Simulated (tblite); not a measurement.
C6H8NO (doublet state).
Structure used (GFN2-xTB), in Å, numbered top down from 1:
```xyz
16
C6H8NO angstrom
C     -2.5866    0.8330   -0.1392
C     -1.2183    0.3317    0.0556
C      0.0571    0.8414   -0.0564
C      0.6695   -0.3672    0.3262
C      2.0021   -0.8652    0.5341
N      2.9990    0.0368    0.2669
O      2.2533   -2.0028    0.9063
C     -0.6921   -1.0278    0.4826
H     -3.1079    0.2317   -0.8871
H     -3.1560    0.7467    0.7887
H     -2.5793    1.8725   -0.4590
H      0.4329    1.8102   -0.3361
H      3.9500   -0.2370    0.4418
H      2.7999    0.9921    0.0370
H     -0.8897   -1.8508   -0.2018
H     -0.9416   -1.3364    1.4962
```

The geometry is computed with GFN2-xTB (gas phase). This method treats the open shell by occupation alone, without spin polarisation.

Take the most abundant isotopes and a rigid rotor. The values belong to one conformer with, in the numbering `[CH3:1][C:2]1[CH:3]=[C:4]([C:5]([NH2:6])=[O:7])[CH2:8]1`, C3–C4–C5–N6 -2°, C4–C5–N6–H 177° and 6°.

Question: Give the principal moments of inertia and the rotational constants in MHz.

Answer: Ia = 85.31, Ib = 434.33, Ic = 513.34 u·Å²; 505379 MHz·u·Å²/I gives A = 5924, B = 1164, C = 984.5 MHz.

Question: Classify the top.

Answer: A near-prolate asymmetric top: κ = (2 × 1164 − 5924 − 984.5)/(5924 − 984.5) = -0.93.

Question: Is it planar, by Δ = Ic − Ia − Ib?

Answer: Not planar: Δ = Ic − Ia − Ib = -6.30 u·Å². For a rigid frame Δ = −2 Σ m c², so Σ m c² = 3.15 u·Å² lies off the ab plane: 3.14 from hydrogen and 0.01 from heavier atoms. The atom farthest from that plane is 0.90 Å away.

Question: Give the other two planar moments, Paa and Pbb, and the rms extents of the mass along the axes.

Answer: Paa = Σ m a² = (Ib + Ic − Ia)/2 = 431.18 and Pbb = Σ m b² = (Ia + Ic − Ib)/2 = 82.16 u·Å². With the mass M = 110.06 u, the rms extents √(P/M) along a, b and c are 1.98, 0.86, 0.17 Å.

Question: Where do the levels up to J = 4 lie, in MHz?

Answer: Above 0(0,0):
J = 1: 1(0,1) 2148, 1(1,1) 6909, 1(1,0) 7088
J = 2: 2(0,2) 6439, 2(1,2) 11026, 2(1,1) 11563, 2(2,1) 25845, 2(2,0) 25850
J = 3: 3(0,3) 12864, 3(1,3) 17198, 3(1,2) 18273, 3(2,2) 32289, 3(2,1) 32314, 3(3,1) 56543, 3(3,0) 56543
J = 4: 4(0,4) 21407, 4(1,4) 25423, 4(1,3) 27213, 4(2,3) 40877, 4(2,2) 40951, 4(3,2) 65144, 4(3,1) 65145, 4(4,1) 99086, 4(4,0) 99086

For this open shell read J as N, the rotation without spin; fine and hyperfine splittings come on top. Its GFN2-xTB frequencies are all real (lowest 75 cm⁻¹). No vibrational averaging or centrifugal distortion is included, and the geometry carries the error of its method.

The run took 0.96 s wall on one thread, Arm Neoverse N1 (aarch64), shared host with 32 logical CPUs at a one-minute load of 19. This is the geometry optimisation.
